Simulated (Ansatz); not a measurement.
The cluster Mg₄. Charge 0, multiplicity 3. Geometry r2SCAN/def2-TZVP; atoms count from 1.

Cartesian coordinates in Å:
```
Mg 0.6936 0.4864 -1.2637
Mg 2.1483 0.2748 1.2853
Mg -0.7032 -0.4508 1.2716
Mg -2.1387 -0.3105 -1.2931
```

At PBE0/def2-TZVP a singlet of charge 0 lies 1.18 eV below the triplet, each at its own geometry. The structure comes from a short search, and lower isomers may exist.

Q: Estimate the Mulliken populations from the PBE0/def2-TZVP orbitals of Ansatz.

A: 
```
atom  charge (e)  spin (α − β)
 Mg1        0.01          0.43
 Mg2       -0.01          0.57
 Mg3        0.01          0.43
 Mg4       -0.01          0.57
```
Mulliken values and Mayer orders depend strongly on the basis.

Q: Where does the spin sit?

A: Summed by element: Mg 2.00, of 2 unpaired in all. Largest on single atoms: Mg2 0.57, Mg4 0.57, Mg1 0.43.

Q: And the Mayer bond orders between bonded heavy atoms (over 0.3)?

A: Mg1–Mg2 0.65 (2.94 Å); Mg1–Mg3 0.63 (3.04 Å); Mg1–Mg4 0.65 (2.94 Å); Mg2–Mg3 0.65 (2.94 Å); Mg3–Mg4 0.65 (2.94 Å).
